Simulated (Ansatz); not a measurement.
System: CH$_{5}$BO$_{3}$, net charge 0, singlet state. 
Coordinates optimised at B3LYP-D3(BJ)/def2-TZVP (Ansatz, an electronic-structure program):
```
O
B 1 1.3631
O 2 1.3697 1 120.59
H 3 0.9619 2 112.38 1 180.00
O 2 1.3725 1 119.71 3 180.00
H 5 0.9621 2 112.39 1 0.00
C 1 1.4244 2 120.74 3 0.00
H 7 1.0886 1 107.35 2 180.00
H 7 1.0915 8 109.39 1 -120.52
H 7 1.0915 8 109.39 9 -118.96
```
Charge 0, spin multiplicity 1.

Property: vertical triplet-singlet gap (E(triplet) - E(singlet); each state is the SCF solution reached for its spin), in kJ/mol. Valence correlation only, unless marked. UHF or UKS for open shells. Spin-orbit coupling is left out. Non-relativistic. CBS marks a two-point X^-3 extrapolation of the correlation energy; Hartree-Fock from the larger set. The bracket is a focal-point correction in the basis named.

```tsv
level	program	vertical triplet-singlet gap (kJ/mol)
HF/aug-cc-pVQZ	Ansatz	688.3
SVWN5/def2-TZVPD	Ansatz	651.6
PBE/def2-TZVPD	Ansatz	646.7
r2SCAN/def2-TZVPD	Ansatz	680.7
```

### Question
Estimate the value at RI-MP2/CBS(aug-cc-pVTZ,aug-cc-pVQZ)+[CCSD(T)-MP2]/aug-cc-pVTZ as computed with Ansatz.

### Answer
754.8 kJ/mol, so r2SCAN/def2-TZVPD differs from it by -74.1 kJ/mol.
